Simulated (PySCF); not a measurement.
Correlation energy of Cl⁵⁺ (chlorine, charge +5)

Starting occupation: [Ne] 3s2. Computed with PySCF 2.14 in an uncontracted even-tempered set (20 s from 0.051 bohr⁻², ratio 2.6; 14 p from 0.066 bohr⁻², ratio 2.6; 8 d from 0.067 bohr⁻², ratio 2.8; 4 f from 1.8 bohr⁻², ratio 2.8), with X2C-1e with screened-nucleus spin-orbit coupling, Gaussian nucleus. Frozen: 1s2; 10 electrons correlated; the 50 highest virtual spinors left out.

MP2 pair energies summed by pair of shells (mhartree):

| pair | energy | share (%) |
| --- | --- | --- |
| 2p1/2-2p3/2 | -93.17 | 26.0 |
| 2p3/2-2p3/2 | -88.79 | 24.7 |
| 3s1/2-3s1/2 | -42.67 | 11.9 |
| 2p3/2-2s1/2 | -41.03 | 11.4 |
| 2p3/2-3s1/2 | -24.59 | 6.9 |
| 2p1/2-2p1/2 | -21.16 | 5.9 |
| 2p1/2-2s1/2 | -20.56 | 5.7 |
| 2p1/2-3s1/2 | -12.17 | 3.4 |
| 2s1/2-2s1/2 | -10.01 | 2.8 |
| 2s1/2-3s1/2 | -4.79 | 1.3 |

Total MP2 correlation energy: -358.94 mhartree.

The virtual space was cut to 48 spinors, which keep -272.88 of the -358.94 mhartree of MP2 correlation.

| level | correlation energy (mhartree) |
| --- | --- |
| CCSD | -288.71 |
| (T) | -1.44 |
| CCSD(T) | -290.15 |

Diagnostics: T1 = 0.0018, largest double amplitude 0.105.

Question: Is a single reference adequate?

Answer: Mostly. T1 lies below 0.03, but a double amplitude of this size points to a near-degeneracy that CCSD handles and MP2 describes poorly.

The coupled-cluster values are those of the cut space; adding the MP2 remainder, -86.06 mhartree, estimates the full space.
